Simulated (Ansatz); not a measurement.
Consider the redistribution: `FC1C[SiH2]1` + `CB(C)F` → `C[Si@H]1C[C@H]1F` + `CBF`.

Gas-phase electronic energies from Ansatz, PBE0-D4/def2-TZVP geometries. CCSD(T)/CBS is the MP2 limit (def2-TZVPP, def2-QZVPP) plus CCSD(T) − MP2 in def2-TZVPP, frozen cores. This one scheme is used for every species. DFT in def2-TZVPP. B3LYP here is the variant with VWN-RPA as its local correlation; programs differ in this.

`FC1C[SiH2]1`:

Z-matrix (Å, degrees):
```
C
C 1 1.522
Si 1 1.863 2 65.8
F 1 1.372 2 116.1 3 116.1
H 1 1.088 2 115.4 3 -112.1
H 2 1.085 1 117.8 3 118.2
H 2 1.087 1 113.5 3 -106.4
H 3 1.478 1 119.3 2 -107.2
H 3 1.476 1 119.0 2 100.8
```

`CB(C)F`:

Z-matrix (Å, degrees):
```
C
B 1 1.563
H 1 1.092 2 112.8
H 1 1.098 2 107.8 3 -116.8
H 1 1.092 2 113.1 3 125.1
C 2 1.563 1 125.0 3 30.8
F 2 1.337 1 117.5 3 -149.2
H 6 1.092 2 112.9 1 28.4
H 6 1.098 2 107.8 1 -88.7
H 6 1.092 2 112.9 1 153.5
```

`C[Si@H]1C[C@H]1F`:

```xyz
12

C    -0.711    0.886   -1.466
Si   -0.481    0.485    0.334
C     0.018   -1.244    0.793
C     1.140   -0.213    0.922
F     2.207   -0.393    0.068
H    -0.522    1.945   -1.656
H    -1.725    0.653   -1.798
H    -0.007    0.301   -2.062
H    -1.274    1.288    1.293
H    -0.286   -1.767    1.695
H     0.146   -1.912   -0.056
H     1.493   -0.029    1.934
```

`CBF`:

```xyz
7

C     0.392   -0.058    0.562
B    -0.500    0.069   -0.703
F    -0.117    0.823   -1.725
H     1.317    0.519    0.513
H     0.639   -1.113    0.733
H    -0.175    0.250    1.447
H    -1.556   -0.491   -0.828
```

Is it downhill or uphill in electronic energy at CCSD(T)/CBS, and by how much? (Estimate.)

Computed: Uphill: ΔE = +1.7 kcal/mol.

What do these levels give: B3LYP-D4, ωB97X-V, ωB97M-V, HF/def2-QZVPP, MP2/def2-QZVPP, SCS-MP2/def2-QZVPP? (Estimate.)

The calculation gave: B3LYP-D4 2.0, ωB97X-V 1.9, ωB97M-V 1.9, HF/def2-QZVPP 1.9, MP2/def2-QZVPP 1.1, SCS-MP2/def2-QZVPP 1.2 kcal/mol.

Largest T1 diagnostic among the species: 0.012.
